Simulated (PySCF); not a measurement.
**Ionisation energy along the 19-electron series**

Calculated with PySCF 2.14 and a two-component X2C-1e Hamiltonian (Gaussian nucleus, no Breit or QED terms), each ion in its own even-tempered basis scaled to its charge; GMP2 freezes [Ne] and drops the highest virtual spinors. Values in eV. NIST values: (m) measured, (s) semi-empirical, (t) theoretical.

| ion | configuration | GHF (spin-free) | GMP2 (spin-free) | GHF (screened spin-orbit) | GMP2 (screened spin-orbit) | NIST |
| --- | --- | --- | --- | --- | --- | --- |
| Tl⁶²⁺ | [Ar] 3d1 | 6647.8 | 6647.3 | 6718.4 | 6718.0 | 6714 ± 15 (t) |
| Pb⁶³⁺ | [Ar] 3d1 | 6853.4 | 6852.9 | 6928.2 | 6927.8 | 6924 ± 19 (t) |
| Bi⁶⁴⁺ | [Ar] 3d1 | 7061.9 | 7061.4 | 7141.0 | 7140.6 | 7137 ± 24 (t) |

Between Z = 81 and Z = 83 the GMP2 (screened spin-orbit) value grows as Z to the power 2.50.
